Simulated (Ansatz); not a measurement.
CH₃GaOS, SMILES `[OH][Ga]1[CH2][S]1`, relaxed with RKS PBE0-D4/def2-TZVP in Ansatz 0.2.0 from a GFN2-xTB geometry. The force threshold is 0.005 eV/Å; the program also tests the step.

Charge 0, multiplicity 1.

Start:

```xyz
7

O     0.525   -2.153   -0.798
Ga    0.163   -0.683    0.025
C    -0.315    1.250    0.198
S    -0.092    0.307    1.970
H     0.634   -2.396   -1.714
H     0.416    2.049    0.163
H    -1.330    1.626    0.156
```

```
step  energy (eV)  largest force (eV/Å)  largest move (Å)
   1  -66333.9928                 1.703             0.000
   2  -66334.1208                 0.887             0.090
   3  -66334.1864                 0.637             0.071
   4  -66334.2344                 0.844             0.078
   5  -66334.2474                 0.368             0.040
   6  -66334.2499                 0.038             0.025
   7  -66334.2500                 0.004             0.004
```

End:

```xyz
7

O     0.553   -2.199   -0.724
Ga    0.161   -0.653    0.018
C    -0.300    1.198    0.259
S    -0.097    0.305    1.936
H     0.556   -2.170   -1.684
H     0.441    1.977    0.107
H    -1.315    1.542    0.087
```

It took 42 s on 2 threads of an AMD EPYC 7R13 on a shared host, with 0.95 GiB of host memory at the peak.
